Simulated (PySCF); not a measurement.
Vertical excitations of a molecule C2H4FNOSi from TDA-CAM-B3LYP/def2-SVPD in PySCF, as energy in eV (oscillator strength): 4.13 (0.000), 5.69 (0.003), 6.54 (0.008), 6.75 (0.000), 7.35 (0.009), 7.44 (0.005), 7.81 (0.023), 7.94 (0.009), 7.98 (0.022), 8.06 (0.007). Lowest triplet (TDA): 3.27 eV. The structure is a stationary point at r2SCAN-D4/def2-SVP. The values are those of a single conformer.

Identify the compound among the candidates.
A. O[Si@@H]1C=N[C@@H]1F
B. F[Si@@H]1CN=CO1
C. F[Si@@H]1C=NCO1
D. F[SiH2][C@H]1N=CO1

A, O[Si@@H]1C=N[C@@H]1F
